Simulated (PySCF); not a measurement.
## Interval between two levels of Cd by level of theory

Cd [Kr] 4d10 5s2 → Cd [Kr] 4d10 5s1 6s1 [3S1, M_J = 1], as a difference of total energies. All numbers are calculated (PySCF 2.14, the two-component X2C-1e Hamiltonian, in x2c-SVPall-2c with one added diffuse shell each of s, p, d type (7s10p7d1f, 79 functions)). Correlated levels: [Ar] 3d10 frozen; the 6 highest virtual spinors dropped. "Screened" scales the spin-orbit matrix elements by Boettger's factors to mimic the two-electron term; Breit and QED terms are absent.

```
                    method  interval between two levels (cm⁻¹)
           GHF (spin-free)                               39749
          GMP2 (spin-free)                               48279
 GHF (screened spin-orbit)                               39762
GMP2 (screened spin-orbit)                               48296
```

Errors of the correlated levels include the incompleteness of this basis and the frozen core.

For comparison: 51484 cm⁻¹ (measured; NIST Handbook of Basic Atomic Spectroscopic Data (Sansonetti and Martin, J. Phys. Chem. Ref. Data 34, 1559 (2005))).
